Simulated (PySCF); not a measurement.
Two species compared at the same levels of theory.

First species: C₄H₁₀OS₂Si.
Numbering: `[CH3:1]/[C:2](=[CH:3]/[S@:4]([CH3:5])=[O:6])[S:7][SiH3:8]` (hydrogens: H9, H10, H11 on C1; H12 on C3; H13, H14, H15 on C5; H16, H17, H18 on Si8)

Second species: C₄H₁₀OS₂Si.
InChI=1S/C4H10OS2Si/c1-4(5)2-6-7-3-8/h2-3H2,1,8H3

Levels: PBE0/pcSseg-1 for dipole moment, HOMO energy, LUMO energy and HOMO–LUMO gap; GFN2-xTB for rotational constant A and rotational constant C. Geometries: GFN2-xTB. Each species is one conformer at its optimised geometry, gas phase, non-relativistic unless stated; the electronic structure was computed with PySCF and density fitting.

The conformers computed, where there is a choice (atom-mapped SMILES and torsion angles):
- `[CH3:1]/[C:2](=[CH:3]/[S@:4]([CH3:5])=[O:6])[S:7][SiH3:8]`: C2–C3–S4–C5 68°, C1–C2–S7–Si8 -132°
- `[CH3:1][C:2](=[O:3])[CH2:4][S:5][S:6][CH2:7][SiH3:8]`: C1–C2–C4–S5 88°, C2–C4–S5–S6 -80°, C4–S5–S6–C7 -87°, S5–S6–C7–Si8 -166°

Task: Which has the higher LUMO energy?

Result: The second: -0.83 eV against -1.29 eV, a difference of 0.46 eV.

Task: Which of the two has the higher HOMO energy, and by how much?

Result: The first: -6.62 eV against -6.96 eV, a difference of 0.34 eV.

Task: Which of the two has the higher dipole moment, and by how much?

Result: The first: 4.67 D against 4.49 D, a difference of 0.18 D.

Task: Which has the higher rotational constant C?

Result: The first: 0.830 GHz against 0.470 GHz, a difference of 0.360 GHz.

Task: Which has the higher rotational constant A?

Result: The second: 2.763 GHz against 1.423 GHz, a difference of 1.340 GHz.

Task: Which has the higher HOMO–LUMO gap?

Result: The second: 6.13 eV against 5.33 eV, a difference of 0.80 eV.

On the first: A dipole of 4.67 D is allowed in C1, and pure rotational transitions are dipole-allowed. In atomic units the dipole is 1.84 e·bohr (1 au = 2.5417 D).

On the second: The dipole matches unit charges of opposite sign 0.94 Å apart (1 e·Å = 4.8032 D). A dipole of 4.49 D is allowed in C1, and pure rotational transitions are dipole-allowed.
